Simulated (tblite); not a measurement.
Species: C8H10S.
Structure used (GFN2-xTB), in Å, numbered top down from 1:
```xyz
19
C8H10S angstrom
C      2.7449   -0.8272   -0.2484
C      1.6365   -0.0472   -0.8837
S      1.9083    0.6569   -2.3480
C      0.3749    0.0875   -0.2140
C      0.1433   -0.4253    1.0219
C     -1.1155   -0.2359    1.6864
C     -2.1904    0.1802    1.0068
C     -2.1029    0.4315   -0.4635
C     -0.7098    0.9184   -0.8526
H      3.6132   -0.8299   -0.9024
H      3.0277   -0.3847    0.7067
H      2.4366   -1.8571   -0.0695
H      0.9016   -0.9846    1.5476
H     -1.1735   -0.4711    2.7388
H     -3.1536    0.2818    1.4841
H     -2.8512    1.1609   -0.7762
H     -2.3297   -0.5077   -0.9840
H     -0.5747    1.9543   -0.5212
H     -0.5955    0.9085   -1.9363
```

Calculated harmonic vibrations of the isolated species, GFN2-xTB (tblite), most abundant isotopes, no scaling. Against measured fundamentals such values can be off by several per cent, at times by over 20. One conformer, not necessarily the lowest.

Harmonic wavenumbers (cm⁻¹): 46.5, 95.5, 167.6, 182.6, 202.0, 307.9, 318.0, 400.4, 448.1, 473.6, 481.2, 557.5, 680.1, 729.7, 761.1, 853.3, 894.7, 908.6, 937.6, 974.3, 985.2, 1024.1, 1047.6, 1066.8, 1125.7, 1145.5, 1169.8, 1203.2, 1214.1, 1279.4, 1297.3, 1329.2, 1360.7, 1363.3, 1383.0, 1457.9, 1463.2, 1469.3, 1472.2, 1544.1, 1648.4, 2907.2, 2931.1, 2992.0, 2995.8, 3005.3, 3006.0, 3050.3, 3075.2, 3087.9, 3098.2.

A = 2814, B = 940.5, C = 723.2 MHz; mass 138.050 u (most abundant isotopes); point group C1, symmetry number 1.

Problem. Zero-point energy?

Solution. Half the sum of the wavenumbers: 33810 cm⁻¹ = 96.67 kcal/mol.

Problem. What is S at 200 K and 1 bar for an ideal gas of classical rigid rotors and harmonic oscillators?

Solution. Translation 38.72, rotation 28.32, vibration 15.12: S = 82.2 cal/(mol K).

Problem. And Cp and H(200 K) − H(0)?

Solution. Cp = 25.83 cal/(mol K), of which vibrations give 17.88 (their classical limit is 51 R = 101.3); H(200 K) − H(0) = 3.29 kcal/mol without the zero-point energy, 1.70 from vibrations.

Problem. Which modes carry the vibrational entropy at 200 K?

Solution. 46.5 cm⁻¹: 4.17; 95.5 cm⁻¹: 2.77; 167.6 cm⁻¹: 1.73; 182.6 cm⁻¹: 1.58; 202.0 cm⁻¹: 1.41; 307.9 cm⁻¹: 0.77 cal/(mol K); the other 45 give 2.69 together.

Problem. How do the functions run with temperature in this model?

Solution. 
```json
{"T (K)": "100", "S (cal/(mol K))": "67.9", "Cp (cal/(mol K))": "16.5", "H − H(0) (kcal/mol)": "1.18", "G − H(0) (kcal/mol)": "-5.61", "ln q(vib)": "1.26"}
{"T (K)": "300", "S (cal/(mol K))": "94.5", "Cp (cal/(mol K))": "36.0", "H − H(0) (kcal/mol)": "6.38", "G − H(0) (kcal/mol)": "-21.98", "ln q(vib)": "5.52"}
{"T (K)": "500", "S (cal/(mol K))": "117.7", "Cp (cal/(mol K))": "55.3", "H − H(0) (kcal/mol)": "15.60", "G − H(0) (kcal/mol)": "-43.23", "ln q(vib)": "10.11"}
{"T (K)": "800", "S (cal/(mol K))": "148.1", "Cp (cal/(mol K))": "74.0", "H − H(0) (kcal/mol)": "35.26", "G − H(0) (kcal/mol)": "-83.24", "ln q(vib)": "17.08"}
{"T (K)": "1000", "S (cal/(mol K))": "165.5", "Cp (cal/(mol K))": "81.9", "H − H(0) (kcal/mol)": "50.89", "G − H(0) (kcal/mol)": "-114.64", "ln q(vib)": "21.52"}
```

q(vib) and H(0) count from the zero-point level.

Problem. What must be added to the electronic energy to get the Gibbs energy at 200 K and 1 bar?

Solution. ZPE + [H(200 K) − H(0)] − T·S = 96.67 + 3.29 − 16.43 = 83.53 kcal/mol.

Hindered rotation and anharmonicity are outside this model. Other conformers, if any are populated, would add a mixing term that is left out. The structure is chiral; the term R ln 2 for an equal mix with its mirror image is left out.
